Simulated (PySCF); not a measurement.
**Dipole response of S⁻ (sulfur, charge -1)**

[Ne] 3s2 3p5, 2P determinant. Computed with PySCF 2.14 in x2c-TZVPPall with one added diffuse shell each of s, p, d type (6s6p4d1f, 51 functions), with scalar relativity by spin-free X2C-1e. Coupled (time-dependent) response in atomic units; α is the mean over directions.

```csv
method,mean α (bohr³),"α xx, yy, zz",C₆ (like pair),S(−4)
UHF,39.69,"32.27, 43.40, 43.40",401.8,451.3
M06-2X,42.39,"35.36, 45.90, 45.90",430.8,558.1
```

S(−4) is the Cauchy moment in α(ω) = α(0) + S(−4) ω² + …

α(iu) at M06-2X:

```tsv
u (hartree)	α(iu) (bohr³)
0	42.39
0.0500	41.06
0.100	37.75
0.200	29.48
0.300	22.30
0.500	13.10
0.750	7.515
1.00	4.801
1.50	2.427
2.00	1.467
3.00	0.7196
5.00	0.3018
```

A single London oscillator, α(iu) = α/(1 + u²/ω²), gives C₆ = (3/4) ω α². Matching the computed C₆ needs ω = 4 × 430.8 / (3 × 42.39²) = 0.320 hartree.

For an ion, C₆ is the dispersion term alone; charge-induced terms of lower order in 1/R come first.

The components differ because the open shell of this determinant is not spherical; for a pure term their mean is the scalar polarisability.
